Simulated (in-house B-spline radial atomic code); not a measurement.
Results of a calculation; reference values are marked as such.
**Ga ion on Ga atom: potential, deflection and energy transfer**

The pair potential comes from two frozen, spherical free-atom densities (PBE, B-spline radial code, scalar-relativistic past argon): electrostatics plus the change in Thomas-Fermi kinetic and Dirac exchange energy where they overlap, the recipe behind the universal ZBL potential, which averages such potentials (from solid-state densities) over many pairs. It is written V = (Z1 Z2 e²/r) φ(r/a), with e² = 14.3996 eV·Å and a = 0.46850 Å/(Z1^0.23 + Z2^0.23); ZBL's fit is φ = 0.18175 e^(−3.1998x) + 0.50986 e^(−0.94229x) + 0.28022 e^(−0.4029x) + 0.02817 e^(−0.20162x). Where φ falls below 4e-4 it is continued as an exponential.

Masses 69.72 and 69.72 u.

```csv
x = r/a,"φ, this pair","φ, ZBL"
0.1,0.8932,0.8928
0.25,0.7719,0.7647
0.5,0.6237,0.6096
1,0.4313,0.4164
1.5,0.3125,0.2995
2,0.2326,0.2218
3,0.136,0.1292
4,0.08292,0.08026
5,0.05321,0.05224
6.5,0.0288,0.02914
8,0.01591,0.01705
10,0.007767,0.008778
12,0.004216,0.00474
14.5,0.002142,0.002328
17,0.00112,0.001212
20,0.0005128,0.0005882
```

(1) At x = 2 the electrostatic, kinetic and exchange parts are 7396.87, 8116.99 and -379.34 eV. Find r, V and φ.

(2) The ion comes in at 260.3 keV with impact parameter 0.5317 Å. The scattering integral gives a centre-of-mass angle of 1.258° and a closest approach of 5.026 a. What are the reduced energy, the energy passed on and the laboratory angles?

## Answers

(1) a = 0.46850/(2.2030 + 2.2030) = 0.10633 Å, so r = 0.21267 Å. V = 7396.87 + 8116.99 + (-379.34) = 15134.52 eV. The bare repulsion is 31 × 31 × 14.3996/0.21267 = 65069 eV, so φ = 0.2326, +4.9 % against ZBL's 0.2218. The kinetic (Pauli) term is 54 % of V here.

(2) ε = E a M2/(Z1 Z2 e² (M1 + M2)) = 260300 × 3.8420e-06 = 1. The most that one collision can pass on is γE with γ = 4 M1 M2/(M1 + M2)² = 1.0000. Here T = γE sin²(θ/2) = 1.0000 × 260300 × 0.0001205 = 31.37 eV. The ion turns by arctan(sin θ/(cos θ + M1/M2)) = 0.6°, and the struck atom leaves at (180° − θ)/2 = 89.4°. The closest approach is 0.534 Å. With ZBL the angle would be 1.22° and T = 29.33 eV.
